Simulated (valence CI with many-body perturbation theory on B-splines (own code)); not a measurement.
Which ion has this spectrum?

A relativistic CI+MBPT calculation for an atom or ion with 34 electrons gives these levels (cm⁻¹):

```csv
J,Parity,E,g
2,even,0,1.35
0,even,61750,
1,even,464142,1.50
2,even,496480,1.14
0,even,986305,
2,odd,1060007,1.13
1,odd,1071560,1.17
0,odd,1084388,
3,odd,1089341,1.15
2,odd,1112826,1.34
4,odd,1177125,1.28
1,odd,1237952,1.30
2,odd,1249980,1.34
3,odd,1267744,1.16
```

The energies are calculated, and their last digits are not significant.

**Question.** Which is it?
A. Tb31+
B. Tm35+
C. Ho33+
D. Er34+

**Answer.** D. Er34+, ground level (4s^2 4p1/2^2 4p3/2^2) J=2.
